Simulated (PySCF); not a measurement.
C4H5FSi, SMILES C#C/C=C\[SiH2]F.

Coordinates come from a ωB97X-D3(BJ)/def2-SVP optimisation. The structure was generated by enumeration; whether it is a known compound was not checked. Other conformers were not sampled.

Computed with PySCF with B3LYP/def2-TZVP.

Isolated molecule, no solvent.

The total energy comes out as -544.87986 hartree and the point group comes out as Cs. The highest occupied level is -7.32 eV and the lowest empty level comes out as -1.82 eV. The orbital gap is 5.50 eV, the dipole moment comes out as 1.83 D and the quadrupole, principal values (traceless, Buckingham form, about the centre of nuclear charge) is -6.17, -3.38, 9.55 D·Å. The mean static polarisability is 70.5 bohr³ (10.44 Å³) and the polarisability, principal values is 48.3, 67.9, 95.2 bohr³.
